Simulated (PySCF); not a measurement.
**Worked example: entropy of an ideal gas**

B₂F₄, SMILES FB(F)B(F)F (connectivity only; charge and spin as stated), charge -1, multiplicity 2.

Coordinates come from a PBE0-D3(BJ)/def2-SVPD optimisation. The spin state was assumed, not searched. The values are those of a single conformer.

PBE0-D3(BJ)/def2-SVPD in PySCF gives the harmonic wavenumbers 118, 140, 322, 343, 395, 441, 481, 628, 998, 1117, 1122, 1402 cm⁻¹ and the rotational temperatures 0.2458, 0.1153, 0.0785 K. The molar mass is 97.61 g/mol, the symmetry number 4, the spin multiplicity 2.

Task: Work out the entropy at 298.15 K and 1 atm in the rigid-rotor, harmonic-oscillator model.

Result: 
Translation (Sackur–Tetrode at 1 atm): S = R[1.5 ln M + 2.5 ln T − 1.16487] = 165.9 J/(mol K).
Rotation: q = (√π/σ) T^1.5/√(θA θB θC) = 48400, S = R[ln q + 3/2] = 102.2 J/(mol K).
Vibration: with u = 1.4388 ν/T, each mode gives R[u/(e^u − 1) − ln(1 − e^−u)]:
| ν (cm⁻¹) | modes | u | S (J/(mol K)) |
|---|---|---|---|
| 118 | 1 | 0.57 | 13.11 |
| 140 | 1 | 0.68 | 11.73 |
| 322 | 1 | 1.55 | 5.44 |
| 343 | 1 | 1.66 | 5.01 |
| 395 | 1 | 1.91 | 4.11 |
| 441 | 1 | 2.13 | 3.45 |
| 481 | 1 | 2.32 | 2.96 |
| 628 | 1 | 3.03 | 1.69 |
| 998 | 1 | 4.82 | 0.39 |
| 1117 | 1 | 5.39 | 0.24 |
| 1122 | 1 | 5.41 | 0.24 |
| 1402 | 1 | 6.77 | 0.07 |
These are all the modes. Sum 48.4 J/(mol K).
Spin: R ln 2 = 5.8 J/(mol K).
Total 322.2 J/(mol K); the program's own thermochemistry gives 322.2. Translation makes up 51 % and vibration 15 %. Anharmonicity, hindered rotation and orbital degeneracy are left out.
